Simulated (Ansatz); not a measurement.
Reaction (ligand exchange at a Ti–Cl bond): `[NH2][Ti]([NH2])([NH2])[Cl]` + CH₃OH → `C[O][Ti]([NH2])([NH2])[NH2]` + HCl

Computed with Ansatz on PBE0-D4/def2-TZVP structures; ΔE is electronic, products minus reactants. CBS: MP2 limit from def2 TZ/QZ plus the TZ coupled-cluster correction, frozen cores. This one scheme is used for every species. For Ti outer-core shells are correlated without core-valence functions, which leaves a few kJ/mol of doubt a bond. Scalar relativity is left out up to krypton. Each species was taken in one conformer, which may not be the lowest.

`[NH2][Ti]([NH2])([NH2])[Cl]`:

Z-matrix (Å, degrees):
```
Ti
N 1 1.872
N 1 1.872 2 107.0
N 1 1.872 2 107.0 3 114.3
Cl 1 2.238 2 111.9 3 -122.8
H 2 1.012 1 122.8 3 79.6
H 2 1.009 1 126.0 3 -110.2
H 3 1.012 1 122.9 2 -166.1
H 3 1.009 1 126.0 2 4.2
H 4 1.012 1 122.8 2 79.6
H 4 1.009 1 126.0 2 -110.2
```

CH₃OH:

```xyz
6

C    -0.347   -0.004   -0.082
O     0.861    0.519    0.421
H    -1.112    0.758    0.069
H    -0.661   -0.912    0.447
H    -0.292   -0.224   -1.155
H     1.551   -0.137    0.300
```

`C[O][Ti]([NH2])([NH2])[NH2]`:

Z-matrix (Å, degrees):
```
C
O 1 1.386
H 1 1.096 2 110.5
H 1 1.096 2 111.1 3 -120.3
H 1 1.096 2 110.3 3 119.6
Ti 2 1.782 1 158.1 3 101.0
N 6 1.893 2 112.7 1 7.3
N 6 1.893 2 110.5 1 125.8
N 6 1.895 2 110.7 1 -112.0
H 7 1.011 6 124.9 2 -53.7
H 7 1.009 6 124.5 2 119.6
H 8 1.010 6 124.4 2 138.0
H 8 1.011 6 124.1 2 -25.8
H 9 1.009 6 123.9 2 142.3
H 9 1.010 6 125.4 2 -29.3
```

HCl:

Z-matrix (Å, degrees):
```
Cl
H 1 1.279
```

| species | CCSD(T)/CBS(def2) energy (Eh) |
| --- | --- |
| `[NH2][Ti]([NH2])([NH2])[Cl]` | -1476.58972 |
| CH₃OH | -115.61712 |
| `C[O][Ti]([NH2])([NH2])[NH2]` | -1131.81200 |
| HCl | -460.38127 |

(1) Work out ΔE.

Largest T1 diagnostic among the species: 0.025, so the coupled-cluster value is less sure than usual.

Answers

(1) ΔE = (-1131.81200) + (-460.38127) − (-1476.58972) − (-115.61712) = 0.01357 Eh = +8.5 kcal/mol.

Leaving LDA and LC-ωPBE aside and taking each functional with its dispersion term where it has one, the values, not all of them listed here, spread over 2.8 kcal/mol, from CAM-B3LYP-D4 to PBE-QIDH. LDA lies −1.7 kcal/mol from PBE without D4. From BLYP to BHLYP (50 % exact exchange), in def2-TZVPP and without D4, ΔE moves by +1.2 kcal/mol.
